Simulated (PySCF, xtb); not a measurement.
ClHSZn, SMILES [Cl][Zn][SH].

xtb with GFN2-xTB at its own geometry gives an orbital gap of 2.88 eV and a dipole moment of 2.59 D.

The structure is a stationary point at B3LYP-D3(BJ)/def2-TZVP. One conformer was computed; it need not be the lowest.

### Question
What does B3LYP/def2-TZVPD (PySCF) give? (The exact figures need the calculation; the answer reports its results.)

### Answer
gap 5.74 eV (levels -7.54 and -1.80 eV), dipole 1.25 D.
